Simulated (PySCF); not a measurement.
## Correlation energy of Be (beryllium, neutral)

[He] 2p2, high-spin 3P determinant (an excited configuration). All numbers are calculated (PySCF 2.14, the spin-free X2C one-electron Hamiltonian (Gaussian nucleus), in dyall-av3z (15s9p4d2f, 76 functions)). Frozen: 1s2; 2 electrons correlated; the 10 highest virtual orbitals of each spin left out.

With two correlated electrons CCSD is exact within the correlated space (frozen core and kept virtual orbitals).

```csv
level,correlation energy (mhartree)
CCSD,-9.15
```

Diagnostics: T1 = 0.0037, D1 = 0.0053, largest double amplitude 0.042.

Cost of the coupled-cluster step: about 4 core-seconds, for 2 correlated electrons.
